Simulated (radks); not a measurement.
Values are calculated unless marked as measured or tabulated.
Numerical settings for neutral chlorine, [Ne] 3s2 3p5. Code: a radial shooting solver on a logarithmic mesh with Libxc functionals. Model: scalar-relativistic Kohn-Sham, PBE, spin-polarised, spherical densities, point nucleus; open shells are filled with parallel spins first. The defaults (mesh step 0.008 in ln r, mesh end at 40 bohr or more with all orbitals vanishing there, Anderson mixing 0.5 over 9 steps, residual threshold near 1e-9 with the energy settled to 1e-9 hartree or 1e-11 of itself, here a cap of 99 iterations) give E = -461.4414 hartree and 3p at -8.119 eV in 13 iterations. Run on one thread of a shared host, so times are rough (Intel(R) Xeon(R) 6975P-C): 0.09 s of CPU time, 0.09 s wall, 13 iterations on 2597 mesh points. Changes against that run (0 stands for a change within the tolerance of the run):

setting                     iterations         converged  E (mhartree)  e(3p) (meV)  CPU (s)
mesh step in ln r 0.005             13               yes             0            0     0.13
mesh step in ln r 0.08              13               yes       -0.0245      -0.0104     0.02
mesh step in ln r 0.2               99                no      -2.4e+06            -     0.18
mesh end (bohr) 2                   13  level above zero     +6.84e+03    +5.18e+04     0.07
mesh end (bohr) 20                  13               yes             0            0     0.09
residual threshold 1e-13            22               yes             0            0     0.12
residual threshold 0.001             9               yes             0      -0.0857     0.07
mixing 0.01                         22               yes             0            0     0.15
linear mixing, mixing 0.8           32               yes             0            0      0.2
linear mixing, mixing 0.05          99                no       +0.0186        -41.8     0.66
mixing history 2                    16               yes             0            0      0.1
iteration cap 5                      5                no      +0.00765        +38.3     0.04

Settled on a wrong energy, with an occupied level pushed above zero by the early mesh end: mesh end (bohr) 2 (+6.84 hartree). Apart from these: no run marked as converged misses the energy by more than 1 mhartree. A mesh that ends early acts as a hard wall.
